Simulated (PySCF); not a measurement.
C$_{5}$H$_{14}$O$_{2}$Si, charge -1, doublet, at the geometry of the source list (a state made from the parent by changing its charge; the spin is typed, not shown lowest) (in this run its highest filled SCF level lies above zero, so its values depend strongly on the basis, on diffuse functions most of all). Base run: MN15/STO-3G run with PySCF.

PySCF was given this input:
```python
from pyscf import gto, scf, dft

mol = gto.Mole()
mol.atom = '''
    Si    0.114100   -1.271100    0.504700
    C    -0.590300   -2.585800   -0.659700
    O    -0.958200   -0.168700    1.038700
    C    -1.837500    0.674100    0.340300
    C    -2.571300    1.569000    1.328300
    O     1.317600   -0.644100   -0.393200
    C     2.168000    0.426700   -0.079500
    C     2.775000    0.988600   -1.356900
    H     0.542200   -1.743800    1.816200
    H    -1.036600   -2.147900   -1.549100
    H    -1.359600   -3.158300   -0.151600
    H     0.176100   -3.279500   -0.986200
    H    -1.275500    1.284400   -0.378400
    H    -2.556300    0.065200   -0.221700
    H    -3.130700    0.958800    2.032000
    H    -3.256900    2.225700    0.799800
    H    -1.858100    2.170800    1.885400
    H     1.610600    1.205700    0.454800
    H     2.959800    0.063400    0.587000
    H     1.995500    1.395800   -1.996500
    H     3.486200    1.774800   -1.117200
    H     3.285900    0.196000   -1.897400
'''
mol.basis = 'sto-3g'
mol.charge = -1
mol.spin = 1
mol.verbose = 3
mol.build()

mf = dft.UKS(mol)
mf.xc = 'mn15'
mf.kernel()
```

The base run was repeated with changes; each row names its change, and settings that it needs were set with it.

```csv
change,ΔE vs base (mEh),grid points,electrons on the grid
base,0.000,255248,75.00012
grids.level = 2,-0.024,165592,75.00009
"grids.atom_grid = (50, 194)",-0.161,145264,75.00023
grids.prune = off,-0.001,404672,75.00012
"grids.atom_grid = (30, 110)",-7.064,54208,74.99975
"grids.atom_grid = (150, 974)",-0.027,1785120,75.00000
"grids.atom_grid = (75, 302)",-0.023,320352,75.00009
small_rho_cutoff = 0,0.000,255248,75.00012
grids.level = 7,-0.031,1395232,75.00000
grids.level = 0,-124.9,17912,75.00808
grids.prune = dft.gen_grid.treutler_prune,0.003,220544,75.00012
```

Open shells are given as the SCF converged; they aren't shown to be the lowest states, and a large step between rows can be another state.
